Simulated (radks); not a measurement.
All-electron atom: Gd I in [Xe] 4f7 5d1 6s2.

Method: scalar-relativistic Kohn-Sham, LDA (Slater exchange, Perdew-Wang correlation), spin-polarised, spherical densities, point nucleus; open shells are filled with parallel spins first (spin-orbit coupling, left out, can overturn this in heavy ions); hard spherical wall at 3 bohr; computed with a radial shooting solver on a logarithmic mesh with Libxc functionals.

Energy parts (hartree):
total: -11260.1583
kinetic: 12107.4660
electron-nucleus: -27546.7960
Hartree: 4421.7838
exchange-correlation: -242.6121

Orbitals (lengths in bohr, moments of r in powers of bohr):
orbital	occ.	eigenvalue (hartree)	<1/r>
1s down	1	-1838.628	71.61
1s up	1	-1838.628	71.61
2s up	1	-302.8555	16.61
2s down	1	-302.8496	16.61
2p up	3	-269.5180	15.51
2p down	3	-269.5136	15.51
3s up	1	-66.47512	6.089
3s down	1	-66.37798	6.094
3p up	3	-56.14824	5.726
3p down	3	-56.05180	5.732
3d up	5	-42.47465	5.435
3d down	5	-42.39848	5.441
4s up	1	-12.77679	2.570
4s down	1	-12.56021	2.570
4p up	3	-9.37320	2.362
4p down	3	-9.15883	2.360
4d up	5	-4.66636	2.079
4d down	5	-4.45597	2.075
5s up	1	-1.17383	0.9882
5s down	1	-1.04989	0.9742
5p up	3	-0.34498	0.8614
5p down	3	-0.24030	0.8479
4f up	7	0.40243	1.511
4f down	0	0.59052	1.478
5d up	1	0.76666	0.7229
5d down	0	0.84735	0.7134
6s up	1	1.52449	0.7532
6s down	1	1.60004	0.7559
5f up	0	2.06141	0.7730
5f down	0	2.14073	0.7918
6p up	0	2.16311	0.7869
6p down	0	2.24316	0.7899
7s up	0	5.38882	0.8736
7s down	0	5.47499	0.8753

The highest occupied level is 6s down at 43.539 eV. The configuration is held as typed, so some empty levels lie below it. The density falls to 0.001 e/bohr^3 at r = 2.90 bohr.
